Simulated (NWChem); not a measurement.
Species: HfNHF2; SMILES [NH]=[Hf]([F])[F]

All runs: NWChem. All runs use the structure optimised with PBE0/def2-SVP. def2 effective core potentials on Hf; no spin-orbit coupling. Level PBE/def2-SVP: energy and gradient on several grids; changes count from the extra-fine grid, which is no exact limit either.

| grid | size of the energy change (μHa) | largest change of a gradient component (μHa/bohr) | time, medium = 1 (rough) |
|---|---|---|---|
| xcoarse | 3000 | 6000 | about 1 |
| coarse | 100 | 400 | about 1 |
| medium | < 10 | 30 | about 1 |
| fine | < 10 | < 30 | about 1 |
| xfine | < 10 | < 30 | 2 |
